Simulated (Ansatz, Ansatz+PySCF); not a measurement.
```xyz
14

C     0.0000    0.7050    0.0000
C    -1.3410    1.1407    0.0000
C    -2.1698    0.0000    0.0000
C    -1.3410   -1.1407    0.0000
C     0.0000   -0.7050    0.0000
C     1.3410    1.1407    0.0000
C     2.1698    0.0000    0.0000
C     1.3410   -1.1407    0.0000
H    -1.6763    2.1726    0.0000
H    -3.2548    0.0000    0.0000
H    -1.6763   -2.1726    0.0000
H     1.6763    2.1726    0.0000
H     3.2548    0.0000    0.0000
H     1.6763   -2.1726    0.0000
```

Basis set: def2-SVP (spherical functions). Charge 0, multiplicity 1.

Computed with Ansatz (development build ahead of 0.2.0); each method stands on the lowest determinant of its kind that the runs found. Restricted functionals stand beside restricted open-shell atoms, which can lie above the unrestricted atoms usual in DFT and then raise those values.

Problem. Give the atomization energy at this shape (free ground-state atoms in the same class of orbitals less the molecule, no zero-point energy) of singlet C₈H₆ by ωB97X (unrestricted), PBE0 (unrestricted), PBE0 (restricted), UHF, RHF.

Solution.

| method | atomization energy |
| --- | --- |
| ωB97X (unrestricted) | 1647.84 kcal/mol |
| PBE0 (unrestricted) | 1686.65 kcal/mol |
| PBE0 (restricted) | 1693.47 kcal/mol |
| UHF | 1252.53 kcal/mol |
| RHF | 1236.92 kcal/mol |

Caution for ωB97X (unrestricted): the unrestricted determinant is spin contaminated. Caution for PBE0 (unrestricted), UHF: the unrestricted determinant is a mixture of spin states. Caution for RHF: an unrestricted determinant lies well below.

The shape needn't be a minimum at these levels.
